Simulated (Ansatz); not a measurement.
`F[CH2][AlH][Br]` + H₂S → `[SH][AlH][Br]` + `CF`  (ligand exchange at the Al–C bond)

Gas-phase electronic energies from Ansatz, PBE0-D4/def2-TZVP geometries. CCSD(T)/CBS adds triple-zeta CCSD(T) − MP2 to the extrapolated MP2 energy (def2 sets, frozen cores). This one scheme is used for every species. DFT in def2-TZVPP. B3LYP here is the variant with VWN-RPA as its local correlation; programs differ in this. HSE06 is defined as in plane-wave codes. For Br outer-core shells are correlated without core-valence functions, which leaves a few kJ/mol of doubt a bond. Scalar relativity is left out up to krypton. Each species was taken in one conformer, which may not be the lowest.

Question: Is it downhill or uphill in electronic energy at CCSD(T)/CBS, and by how much? (Estimate.)

Answer: The calculation gave: Downhill: ΔE = -144.7 kJ/mol.

Question: What do these levels give: BLYP-D4, r2SCAN-D4, r2SCAN0-D4, HSE06-D4, BHLYP-D4, PBE-QIDH, B3LYP, HF/def2-SVP, MP2/def2-SVP, HF/def2-TZVPP, CCSD(T)/def2-TZVPP, CCSD/CBS(def2)? (Estimate.)

Answer: Ansatz gave: BLYP-D4 -134.9, r2SCAN-D4 -145.0, r2SCAN0-D4 -147.9, HSE06-D4 -143.9, BHLYP-D4 -146.0, PBE-QIDH -149.1, B3LYP -138.8, HF/def2-SVP -152.4, MP2/def2-SVP -150.9, HF/def2-TZVPP -151.0, CCSD(T)/def2-TZVPP -143.9, CCSD/CBS(def2) -144.3 kJ/mol.

Largest T1 diagnostic among the species: 0.009.

Leaving LDA and LC-ωPBE aside and taking each functional with its dispersion term where it has one, the values spread over 14.3 kJ/mol, from PBE-QIDH to BLYP-D4. From BLYP to BHLYP (50 % exact exchange), in def2-TZVPP and without D4, ΔE moves by −10.2 kJ/mol.
